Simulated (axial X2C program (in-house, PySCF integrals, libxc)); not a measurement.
**Bond lengths and stretching modes, held linear, of FHfF⁻**

Calculated with an in-house all-electron X2C program for linear molecules (integrals from PySCF): two-component X2C with atomic mean-field Coulomb and Gaunt terms, Gaussian nuclei, basis F dyall-av3z, Hf dyall-v3z with contracted cores. Spin-free rows use the one-electron spin-free X2C Hamiltonian.

Masses F 18.998, Hf 179.947, F 18.998 u. States: 2c Ω = 3/2 (beyond evenly filled blocks: ω = 3/2); spin-free M_S = 1/2, Λ = 2 (beyond evenly filled blocks: δ+α).

MP2, spin-free: energies above the lowest point

```tsv
r(F–Hf) (Å)	r(Hf–F) (Å)	E (meV)
1.9120	1.9120	89.80
1.9120	1.9610	40.61
1.9120	2.0100	41.71
1.9610	1.9120	40.61
1.9610	1.9610	0.00
1.9610	2.0100	8.88
1.9610	2.0591	55.98
2.0100	1.9120	41.71
2.0100	1.9610	8.88
2.0100	2.0100	24.81
2.0591	1.9610	55.98
2.0591	2.0591	137.66
```

Problem. Fit a quadratic surface with cubic terms in each bond: where is the minimum, and what are the two stretching wavenumbers?

Solution. At MP2, spin-free: bonds 1.974 and 1.974 Å; harmonic stretches 531.1 and 563.1 cm⁻¹; force constants 3.08, 3.08 and coupling 0.47 mdyn/Å.

The other levels and Hamiltonians give:

```tsv
Hamiltonian	level	r(F–Hf) (Å)	r(Hf–F) (Å)	lower stretch (cm⁻¹)	upper stretch (cm⁻¹)
2c	PBE0	1.959	1.959	535.5	563.2
2c	HF	1.975	1.975	540.4	564.7
2c	PBE	1.969	1.969	520.8	551.4
2c	MP2	1.975	1.975	529.6	561.1
spin-free	PBE0	1.958	1.958	537.4	565.2
spin-free	HF	1.975	1.975	542.1	566.4
spin-free	PBE	1.968	1.968	522.9	553.4
```

Each state is one determinant, the lowest of a limited PBE0 search; the stretches come from a fit to these few points and carry an uncertainty of a few per cent. Other orders of the atoms were not compared. MP2 freezes inner shells (threshold -2 hartree). For an anion the highest level of a functional can be positive, and the basis then holds the extra electron. The molecule was held linear; bending was not examined, so a bent shape may lie lower. Note: functional without a current term on a determinant with orbital currents, of the molecule or an atom.
